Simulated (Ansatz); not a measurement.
```yaml
crystal:
  periodic: [false, false, false]
  atoms:
    - {symbol: S, position_ang: [-0.535008, 1.285560, -2.064902]}
    - {symbol: Si, position_ang: [0.352687, 0.624566, -0.582923]}
    - {symbol: C, position_ang: [0.385250, -1.054235, 0.525438]}
    - {symbol: N, position_ang: [-0.520091, 0.020778, 0.961948]}
    - {symbol: H, position_ang: [-1.513265, 0.200411, -1.995902]}
    - {symbol: H, position_ang: [1.444015, 1.659125, -0.028379]}
    - {symbol: H, position_ang: [-0.052840, -1.734577, 0.110320]}
    - {symbol: H, position_ang: [1.383245, -1.191034, 1.159211]}
    - {symbol: H, position_ang: [-0.744447, 0.276632, 1.950760]}
basis:
  gaussian: {orbitals: STO-3G, final_grid: {core_spheres: 8, valence_spheres: 7, degree: 23}}
hamiltonian: {xc: {name: HF}}
correlation: {method: ccsd}
accuracy: high
```

```sh
$ ansatz run in.yaml --threads 2 --pin off --events-out ev --progress --plain --max-ram 4352MiB
```

Output, abridged:

```
Functional definition: HF
675 factors; integrals over basis functions are off by at most 2.4e-8 eV
mean field evaluation 1: about -21022.0594 eV, gradient 2.4e1 eV
mean field evaluation 2: about -21022.1801 eV, gradient 2.4e1 eV
mean field evaluation 4: about -21024.4466 eV, gradient 1.5e0 eV
mean field evaluation 8: about -21024.4606 eV, gradient 3.3e-2 eV
mean field -21024.46056977 eV, -772.6346750478 hartree, gradient 1.8e-8 eV, S^2 0.000000; 0 other end points of the search recorded, 0 dependent functions left out
12 core orbitals not correlated: weight in the atoms' cores, before any rotation towards them, 0.999 or more for the frozen orbitals, at most 0.000 for the correlated occupied ones
reference -21024.46056977 eV, -772.6346750478 hartree; 12, 12 occupied and 9, 9 virtual orbitals, 675 factors
second order -4.82529000 eV of doubles, -0.00000000 eV of singles
cycle   1  -5.74923179 eV  change   -9.2e-1 eV  update   9.3e-2
cycle   2  -6.20568474 eV  change   -4.6e-1 eV  update   3.5e-2
cycle   3  -6.28149753 eV  change   -7.6e-2 eV  update   1.2e-2
cycle   4  -6.29040894 eV  change   -8.9e-3 eV  update   4.6e-3
cycle   5  -6.29007905 eV  change    3.3e-4 eV  update   2.0e-3
cycle   6  -6.28928341 eV  change    8.0e-4 eV  update   8.5e-4
cycle   7  -6.28912345 eV  change    1.6e-4 eV  update   3.9e-4
cycle   8  -6.28918897 eV  change   -6.6e-5 eV  update   1.3e-4
cycle   9  -6.28920520 eV  change   -1.6e-5 eV  update   5.3e-5
cycle  10  -6.28917883 eV  change    2.6e-5 eV  update   2.3e-5
cycle  11  -6.28917601 eV  change    2.8e-6 eV  update   9.3e-6
cycle  12  -6.28917588 eV  change    1.2e-7 eV  update   3.9e-6
cycle  13  -6.28918011 eV  change   -4.2e-6 eV  update   1.2e-6
cycle  14  -6.28918062 eV  change   -5.1e-7 eV  update   4.5e-7
cycle  15  -6.28918030 eV  change    3.3e-7 eV  update   1.7e-7
cycle  16  -6.28918016 eV  change    1.4e-7 eV  update   8.0e-8
cycle  17  -6.28918002 eV  change    1.4e-7 eV  update   4.3e-8
cycle  18  -6.28918004 eV  change   -1.3e-8 eV  update   2.8e-8
cycle  19  -6.28917898 eV  change    1.1e-6 eV  update   1.8e-7
cycle  20  -6.28917868 eV  change    3.0e-7 eV  update   6.2e-8
cycle  21  -6.28917859 eV  change    9.2e-8 eV  update   2.3e-8
cycle  22  -6.28917858 eV  change    6.8e-9 eV  update   7.7e-9
cycle  23  -6.28917858 eV  change   -2.0e-9 eV  update   2.5e-9
Total energy: -21030.74974835 eV, -772.8657980978 hartree
```

Run time 0.85 s (2 threads of an Intel Xeon Platinum 8259CL on a shared host); peak host memory 0.1 GiB.
